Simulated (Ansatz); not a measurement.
```yaml
crystal:
  periodic: [false, false, false]
  atoms:
    - {symbol: C, position_ang: [-0.316708, 0.274854, -0.716646]}
    - {symbol: O, position_ang: [0.088033, -0.428732, -0.326714]}
    - {symbol: Si, position_ang: [0.267801, -0.398393, 0.734050]}
    - {symbol: Br, position_ang: [1.261651, 0.598246, 1.151747]}
    - {symbol: H, position_ang: [-0.884580, 0.424266, -0.491525]}
    - {symbol: H, position_ang: [-0.515125, 0.091200, -1.553965]}
    - {symbol: H, position_ang: [0.074785, 0.809271, -0.726696]}
    - {symbol: H, position_ang: [-0.549881, -0.342138, 1.112891]}
    - {symbol: H, position_ang: [0.678477, -1.166479, 0.914414]}
basis:
  gaussian: {orbitals: def2-TZVPP, point_charges: [{charge: -1.00, position_ang: [5.035, -0.434, -0.679]}]}
hamiltonian: {xc: {name: PBE}}
scf: {lower_state_search: light}
```

```sh
$ ansatz run in.yaml --threads 4 --pin off --events-out ev --progress --plain --max-ram 10444MiB
```

It prints (some lines left out):

```
Functional definition: PBE
1290 factors; their error is unknown
mean field evaluation 1: about -80944.7617 eV, gradient 1.6e2 eV
mean field evaluation 2: about -80617.1546 eV, gradient 3.8e2 eV
mean field evaluation 4: about -80984.4558 eV, gradient 3.4e1 eV
mean field evaluation 8: about -80986.2459 eV, gradient 1.1e-1 eV
mean field evaluation 16: about -80986.2104 eV, gradient 1.5e-4 eV
mean field -80986.21043362 eV, -2976.1883390105 hartree, gradient 3.0e-5 eV, S^2 0.000000; 0 other end points of the search recorded, 0 dependent functions left out
reference -80986.21046690 eV, -2976.1883402336 hartree; 34, 34 occupied and 188, 188 virtual orbitals, 1290 factors
Total energy: -80986.21046690 eV, -2976.1883402336 hartree
```

Question: Something in this input is off. What?

Answer: The geometry is squeezed to about two thirds of its size. Self-consistency was reached. The result belongs to that input, not to the molecule as meant.
